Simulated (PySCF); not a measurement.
Neon: a sound run and one with changed settings

Sound run: Ne²⁺ [He] 2s2 2p4, Ne³⁺ [He] 2s2 2p3. All numbers are calculated (PySCF 2.14, scalar relativity by spin-free X2C-1e, in aug-cc-pVDZ-DK (4s3p2d, 23 functions)). In the sound run the correlated levels freeze 1s2. The sound run starts from symmetry-adapted Hartree-Fock orbitals and uses a fine grid where one is needed.

Changed run: basis STO-3G, all-electron and non-relativistic. This setting is unsound on purpose.

```
species  method  sound run (hartree)  changed run (hartree)  converged
   Ne²⁺     UHF           -126.45984             -124.57400        yes
   Ne²⁺     PBE           -126.64015             -124.69970        yes
   Ne²⁺   B3LYP           -126.74626             -124.79969        yes
   Ne²⁺     MP2           -126.55750             -124.57400        yes
   Ne³⁺     UHF           -124.19265             -122.14212        yes
   Ne³⁺     PBE           -124.29281             -122.20627        yes
   Ne³⁺   B3LYP           -124.39286             -122.29813        yes
   Ne³⁺     MP2           -124.26251             -122.14212        yes
```

Ionisation energy of Ne²⁺:

| method | sound run (eV) | changed run (eV) |
| --- | --- | --- |
| UHF | 61.693 | 66.175 |
| PBE | 63.874 | 67.849 |
| B3LYP | 64.039 | 68.071 |
| MP2 | 62.450 | 66.175 |
| SCS-MP2 | 62.448 | 66.175 |

A minimal basis cannot let orbitals breathe on ionisation and holds almost no correlation. The Hamiltonian changed with the basis, so the totals do not compare.

For comparison, NIST gives 63.423 eV between the lowest levels.
